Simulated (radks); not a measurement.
Values are calculated unless marked as measured or tabulated.
Problem. Code: a radial shooting solver on a logarithmic mesh with Libxc functionals. Model: scalar-relativistic Kohn-Sham, exchange-only LDA, spin-polarised, spherical densities, finite nucleus; open shells are filled with parallel spins first; Fermi nuclear charge, rms radius of each element as measured or else 0.836 A^(1/3) + 0.57 fm. Response by self-consistent Sternheimer equations with the Hartree and adiabatic exchange-only LDA kernel, the relativistic mass of each level held fixed and spin-orbit coupling left out. Rank Si3+, P4+, Ar7+, K8+, Mg+, Cl6+, S5+, Al2+ (NIST ground configurations) by static dipole polarisability, largest first.

Solution. Mg+ 31.66, Al2+ 12.80, Si3+ 6.663, P4+ 3.970, S5+ 2.575, Cl6+ 1.771, Ar7+ 1.273, K8+ 0.9463 bohr^3.
